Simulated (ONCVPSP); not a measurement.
What one change does to a pseudopotential (phosphorus (P), ONCV)

ONCVPSP 4.0.1 input, shortened (lines: element, Z, core and valence counts, functional; n l f; lmax; l rc ep ncon nbas qcut; lloc lpopt rc5 dvloc0; l nproj debl; icmod fcfact rcfact), Wu-Cohen, scalar-relativistic:

```
  P 15.00    1    4  -118130      upf
    1    0    2.00
    2    0    2.00
    2    1    6.00
    3    0    1.50
    3    1    3.50
    2
    0    0.75    0.00    4    7   17.30
    1    1.05    0.00    3    6   14.30
    2    1.00    0.38    4    9   10.00
    4    5    0.65    2.00
    0    2    1.90
    1    2    3.00
    2    3    2.20
    0    0.00    0.00
```

Change: s: rc 0.68.

Cutoffs: the cutoffs (Ha) at which the residual kinetic energy of the hardest occupied pseudo-wave falls to 1 and 0.1 mHa per electron; they do not see the model core or the augmentation charge, which bear on the density cutoff. Errors are all-electron minus pseudo energies relative to the spin-unpolarised reference configuration.

Task: Predict the effect on cutoff, ghosts and configuration errors.

Result: The potential gets harder (95 Ha and 115 Ha → 109 Ha and 129 Ha); both files keep a bound ghost (d); the errors of the 4 common tests hardly move. A smaller radius makes the pseudo-wave follow the all-electron one further in, where it bends more sharply, so more plane waves are needed.

```csv
quantity,base,changed
"cutoff, loose",95 Ha,109 Ha
"cutoff, tight",115 Ha,129 Ha
loose cutoff by channel,"s 95 Ha, p 80 Ha","s 109 Ha, p 80 Ha"
bound ghosts,d,d
GHOST(+) flags under 300 eV,none,none
"error for 2s2 2p6 3s2 3p3, meV [ΔE -4.24 eV]",-0.1,-0.2
"error for 2s2 2p6 3s2 3p2, meV [ΔE 5.46 eV]",+0.5,+0.5
"error for 2s2 2p6 3s2 3p1, meV [ΔE 24.60 eV]",+3.9,+3.7
"error for 2s1 2p6 3s2 3p3, meV [ΔE 184.02 eV]",-395,-348
p: phases at 1.07 bohr within 0.05 rad from the reference energy up to (Ha; the scan ends near 5),to the end of the scan,to the end of the scan
d: phases at 1.02 bohr within 0.05 rad from the reference energy up to (Ha; the scan ends near 5),to the end of the scan,to the end of the scan
```

 A true bound ghost makes a file unfit for plane-wave use even where its test errors are small: the radial tests pick states by their node count and pass the ghost by.
